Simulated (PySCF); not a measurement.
Fractional electron number in As⁺ (arsenic, charge +1)

The 4p alpha orbital of [Ar] 3d10 4s2 4p2 is emptied in steps (occupation f), with all orbitals relaxed, ending at [Ar] 3d10 4s2 4p1. Computed with PySCF 2.14 in def2-SVP (5s4p3d, 32 functions), with no relativity, point nucleus. The exact energy is a straight line in f; departures are measured from the line between the end points of the same method.

```json
{"f": "1", "UHF (eV)": "0.000", "LDA (eV)": "0.000", "PBE (eV)": "0.000", "PBE0 (eV)": "0.000", "r2SCAN (eV)": "0.000", "LC-wPBE (eV)": "0.000", "BHandHLYP (eV)": "0.000", "wB97X (eV)": "0.000", "B3LYP (eV)": "0.000", "CAM-B3LYP (eV)": "0.000"}
{"f": "0.75", "UHF (eV)": "0.083", "LDA (eV)": "-0.867", "PBE (eV)": "-0.843", "PBE0 (eV)": "-0.611", "r2SCAN (eV)": "-0.792", "LC-wPBE (eV)": "-0.102", "BHandHLYP (eV)": "-0.400", "wB97X (eV)": "-0.159", "B3LYP (eV)": "-0.676", "CAM-B3LYP (eV)": "-0.378"}
{"f": "0.5", "UHF (eV)": "0.108", "LDA (eV)": "-1.160", "PBE (eV)": "-1.124", "PBE0 (eV)": "-0.812", "r2SCAN (eV)": "-1.045", "LC-wPBE (eV)": "-0.132", "BHandHLYP (eV)": "-0.533", "wB97X (eV)": "-0.214", "B3LYP (eV)": "-0.901", "CAM-B3LYP (eV)": "-0.504"}
{"f": "0.25", "UHF (eV)": "0.080", "LDA (eV)": "-0.872", "PBE (eV)": "-0.840", "PBE0 (eV)": "-0.605", "r2SCAN (eV)": "-0.770", "LC-wPBE (eV)": "-0.094", "BHandHLYP (eV)": "-0.399", "wB97X (eV)": "-0.165", "B3LYP (eV)": "-0.675", "CAM-B3LYP (eV)": "-0.377"}
{"f": "0", "UHF (eV)": "0.000", "LDA (eV)": "0.000", "PBE (eV)": "0.000", "PBE0 (eV)": "0.000", "r2SCAN (eV)": "0.000", "LC-wPBE (eV)": "0.000", "BHandHLYP (eV)": "0.000", "wB97X (eV)": "0.000", "B3LYP (eV)": "0.000", "CAM-B3LYP (eV)": "0.000"}
```

**Question.** For BHandHLYP, how does the orbital energy at f = 1 compare with the removal energy?

**Answer.** −ε = 16.338 eV against a total-energy difference of 18.471 eV. By Janak's theorem ε = ∂E/∂f, so the gap between them reflects the curvature. Along the path −ε is 17.406 (f = 0.75), 18.474 (f = 0.5), 19.537 (f = 0.25) eV.

| method | E(f=0) − E(f=1) (eV) | −ε at f=1 (eV) | −ε at f=0.5 (eV) |
| --- | --- | --- | --- |
| UHF | 18.007 | 18.456 | 18.000 |
| LDA | 18.712 | 14.106 | 18.699 |
| PBE | 18.567 | 14.076 | 18.574 |
| PBE0 | 18.612 | 15.346 | 18.628 |
| r2SCAN | 18.775 | 14.521 | 18.834 |
| LC-wPBE | 18.724 | 18.165 | 18.744 |
| BHandHLYP | 18.471 | 16.338 | 18.474 |
| wB97X | 18.399 | 17.557 | 18.385 |
| B3LYP | 18.584 | 14.983 | 18.586 |
| CAM-B3LYP | 18.610 | 16.594 | 18.613 |

Reference removal energy between the ground levels: 18.589 eV (measured; NIST Atomic Spectra Database, ionization energies). The calculation has no spin-orbit coupling. UHF lacks correlation.
